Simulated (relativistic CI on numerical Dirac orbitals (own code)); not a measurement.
**Mg11+: q coefficients**

Method of calculation: Dirac equation for one electron (own radial code, finite nucleus).

Configurations in the expansion: 1s, 2s, 2p. Levels of other configurations are missing.

With x = (α/α₀)² − 1 an excitation energy changes as ω = ω₀ + qx; K = 2q/ω₀ is the relative enhancement. Terms are leading LS components, so labels can repeat.

Lowest level 1s ²S1/2.

```csv
Level,ω₀ (cm⁻¹),q (cm⁻¹),K
2p ²P°1/2,11872251,20980,0.00353
2s ²S1/2,11872253,20980,0.00353
2p ²P°3/2,11879861,28630,0.00482
```
